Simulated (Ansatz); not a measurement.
C$_{2}$H$_{5}$FSn, SMILES `C[CH2][Sn][F]`. Charge 0, multiplicity 1. Sn takes the def2 core potential. Geometry: relaxed with PBE0-D4/def2-TZVP. It is one conformer, not always the lowest.

```xyz
9

C     0.483    0.544   -0.615
C    -0.767    0.159    0.166
Sn   -0.413   -1.157    1.879
F     1.036   -2.121    0.989
H     1.057   -0.339   -0.902
H     0.239    1.099   -1.527
H     1.148    1.180   -0.024
H    -1.462   -0.404   -0.473
H    -1.322    1.040    0.507
```

Q: What is the dipole moment at r2SCAN/def2-TZVPP? (An estimate is asked.)

A: The calculation gave: 2.59 D, with components (-1.96, 1.50, 0.79) D in this frame, pointing from negative to positive charge.

Q: And with PBE, B3LYP, ωB97M-V? (An estimate is asked.)

A: Ansatz gave: PBE 2.52 D, B3LYP 2.72 D, ωB97M-V 2.70 D.

Q: Give the Mulliken charges with r2SCAN, ωB97M-V, PBE in def2-TZVPP. (Estimate.)

A: The calculation gave: 
```
atom  r2SCAN  ωB97M-V    PBE
  C1   -0.14    -0.31  -0.26
  C2   -0.37    -0.49  -0.42
 Sn3    0.74     0.75   0.70
  F4   -0.50    -0.51  -0.46
  H5    0.07     0.12   0.10
  H6    0.04     0.10   0.08
  H7    0.03     0.09   0.07
  H8    0.06     0.12   0.09
  H9    0.06     0.12   0.09
```

B3LYP here is the variant with VWN-RPA as its local correlation; programs differ in this.
